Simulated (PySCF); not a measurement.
# Correlation energy of Al(2+) (aluminium, charge +2)

[Ne] 3p1, 2P determinant (an excited configuration). Calculation: PySCF 2.14, in x2c-QZVPPall with one added diffuse shell each of s, p, d, f type (10s7p5d3f1g, 86 functions); scalar relativity by spin-free X2C-1e. Frozen: 1s2; 9 electrons correlated.

MP2 pair energies summed by pair of shells (mhartree):

| pair | energy | share (%) |
| --- | --- | --- |
| 2p-2p | -107.82 | 68.5 |
| 2s-2p | -35.41 | 22.5 |
| 2p-3p | -7.12 | 4.5 |
| 2s-2s | -5.93 | 3.8 |
| 2s-3p | -1.10 | 0.7 |

Total MP2 correlation energy: -157.37 mhartree.

Same-spin part -44.51 and opposite-spin part -112.86 mhartree; SCS-MP2 scales them by 1/3 and 6/5 to -150.27 mhartree.

This basis was not built for core-valence correlation, so the inner-shell part is incomplete.
